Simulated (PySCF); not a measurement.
**Pm²⁺ (promethium, charge +2) across methods**

[Xe] 4f5, one real determinant. Calculation: PySCF 2.14, in cc-pVDZ-X2C (8s7p5d3f1g, 84 functions); scalar relativity by spin-free X2C-1e.

| method | E (hartree) | mean ε 5p α (eV) | mean ε 5p β (eV) | mean ε 4f α (eV) | Σ⟨r²⟩ (bohr²) | ⟨S²⟩ |
| --- | --- | --- | --- | --- | --- | --- |
| PBE0 | -10018.95 | -37.969 | -36.133 | -18.544 | 41.00 | 8.753 |
| PBE | -10018.97 | -36.188 | -34.487 | -16.060 | 41.22 | 8.753 |
| r2SCAN | -10019.32 | -36.869 | -34.948 | -16.309 | 41.03 | 8.755 |
| UHF | -10015.57811 | -42.268 | -39.764 | -25.407 | 40.90 | 8.755 |
| LDA | -10011.42 | -36.351 | -34.704 | -16.167 | 41.17 | 8.752 |

⟨L²⟩ = 24.01 against 30 for a pure H term, so this real determinant mixes terms. Spin-orbit coupling, absent here, splits the open shell strongly.
